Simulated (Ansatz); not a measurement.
Conformers of C5H6O (SMILES C=CC(=O)C=C), B3LYP-D3(BJ)/def2-TZVP minima from an xTB search, which can miss the lowest.
Conformer 1 (charge 0, multiplicity 1, Z-matrix in Å and degrees):
```
C
O 1 1.2172
C 1 1.4896 2 122.03
C 3 1.3295 1 121.68 2 0.00
H 4 1.0819 3 121.84 1 180.00
H 4 1.0831 5 118.14 3 180.00
H 3 1.0842 4 120.87 5 0.00
C 1 1.4896 2 122.03 3 180.00
C 8 1.3295 1 121.68 2 0.00
H 9 1.0819 8 121.84 1 180.00
H 9 1.0831 10 118.14 8 180.00
H 8 1.0842 9 120.87 10 0.00
```
Conformer 2 (charge 0, multiplicity 1):
```xyz
12

C     -2.06104    -0.41072     0.06641
C     -1.37646     0.64204    -0.37488
C      0.09845     0.75432    -0.48682
O      0.58178     1.78954    -0.91172
C      0.95503    -0.39461    -0.07974
C      2.27951    -0.32733    -0.16767
H     -1.58498    -1.32299     0.39916
H     -3.14250    -0.39217     0.10948
H     -1.89469     1.53757    -0.69926
H      0.47840    -1.29168     0.29147
H      2.91113    -1.15542     0.12520
H      2.75536     0.57143    -0.53972
```

Correlated levels freeze the cores. MP2 and its Hartree–Fock in cc-pVQZ are density fitted.

The values were computed with Ansatz (a first-principles code). Values without a source in brackets are computed.

The energy of conformer 2 above conformer 1 is E(conformer 2) − E(conformer 1). Total energies (hartree):

```json
[
 {"level": "HF/cc-pVTZ", "conformer 2": "-267.7443130", "conformer 1": "-267.7451449"},
 {"level": "MP2/cc-pVTZ", "conformer 2": "-268.7673685", "conformer 1": "-268.7677143"},
 {"level": "HF/cc-pVQZ", "conformer 2": "-267.7621144", "conformer 1": "-267.7627763"},
 {"level": "MP2/cc-pVQZ", "conformer 2": "-268.8528399", "conformer 1": "-268.8530100"},
 {"level": "CCSD(T)/cc-pVTZ", "conformer 2": "-268.8524416", "conformer 1": "-268.8527945"}
]
```

Problem. Work out the energy of conformer 2 above conformer 1 at the basis-set limit: extrapolate the MP2 correlation part as X⁻³, take Hartree–Fock from the larger set, and add the CCSD(T) − MP2 difference of cc-pVTZ.

Solution. 
1. Differences (1 hartree = 627.509 kcal/mol): HF/cc-pVTZ 0.522; MP2/cc-pVTZ 0.217; HF/cc-pVQZ 0.415; MP2/cc-pVQZ 0.107; CCSD(T)/cc-pVTZ 0.221.
2. Correlation parts, MP2 less HF: -0.305 in cc-pVTZ (X = 3), -0.309 in cc-pVQZ (X = 4).
3. Limit (4³·(-0.309) − 3³·(-0.305))/(4³ − 3³) = -0.311; with HF/cc-pVQZ it gives 0.104.
4. CCSD(T) less MP2 in cc-pVTZ: 0.004.
Result: 0.11 kcal/mol, against 0.22 at MP2/cc-pVTZ. It is an estimate of this method's limit, not of the exact value.
